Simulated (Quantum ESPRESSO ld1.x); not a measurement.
Isoelectronic series with 36 electrons, each ion in its NIST ground configuration. Calculated with ld1.x of Quantum ESPRESSO 7.5: Dirac Kohn-Sham, BLYP, spin-unpolarised, spherical densities, point nucleus. Total energies (hartree) and mean radii <r> (bohr):

ion,configuration,E (hartree),4p3/2,4p1/2,4s1/2,3d5/2
Kr,[Kr],-2790.929,1.969,1.918,1.569,0.5578
Rb+,[Kr],-2981.77,1.731,1.693,1.451,0.5271
Sr2+,[Kr],-3179.66,1.562,1.529,1.351,0.4999
Zr4+,[Kr],-3596.65,1.325,1.299,1.189,0.4536
Nb5+,[Kr],-3815.77,1.237,1.212,1.123,0.4337
Mo6+,[Kr],-4042.02,1.162,1.138,1.064,0.4155
Tc7+,[Kr],-4275.41,1.096,1.074,1.012,0.3989
Ru8+,[Kr],-4515.97,1.039,1.017,0.9648,0.3837
Rh9+,[Kr],-4763.74,0.9878,0.9668,0.9222,0.3696
Pd10+,[Kr],-5018.75,0.9420,0.9215,0.8834,0.3565
Ag11+,[Kr],-5281.04,0.9006,0.8805,0.8478,0.3444
Cd12+,[Kr],-5550.64,0.8631,0.8433,0.8151,0.3330
